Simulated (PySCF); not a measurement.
An unknown shows these calculated signals:

¹H NMR (600 MHz, computed): δ 8.82 (d, 1H), 7.86 (m, 1H), 7.38 (d, 1H), 7.20 (m, 1H), 2.77 (s, 3H).

¹³C{¹H} NMR (computed): δ 164.2 (C), 155.2 (CH), 141.6 (CH), 127.6 (CH), 125.4 (CH), 27.6 (CH3).

[PySCF: GIAO PBE0/pcSseg-1 shieldings; GFN2-xTB geometry; one computed conformer; relativity neglected; one averaged value for each set of equivalent atoms; isolated molecule]

Referencing at the same level of theory: ¹H (σ = 31.72 ppm), ¹³C (σ = 186.93 ppm) against TMS.

**Question.** Which of these does the molecule contain: a CF3 group, a CH3CH2 unit, a non-aromatic C=C double bond, a heteroaromatic ring?

**Answer.** 
- A CF3 group: no.
- A CH3CH2 unit: no.
- A non-aromatic C=C double bond: no.
- A heteroaromatic ring: yes.

The data belong to SMILES Cc1ccccn1, C$_{6}$H$_{7}$N; they needn't prove each group on their own.

Carbon signals by region: 1 in the far downfield region (above 160 ppm), 4 in the sp2 and nitrile region (100–160 ppm), 1 below 50 ppm. Above 160 ppm: 164.2, substituted aromatic carbon next to a ring nitrogen.

Shifts are as computed. Against solution values, carbons near 30 ppm lie about +3 ppm off and those near 130 ppm about +5 ppm. Of 1211 compounds with measured shifts, 218 miss one by over three times the rms of a fit or turn the order of signals round; such compounds aren't used in these exercises. Multiplicities follow the n + 1 count of equivalent neighbours, as no J values were calculated; m marks all less simple cases, F and P coupling included.
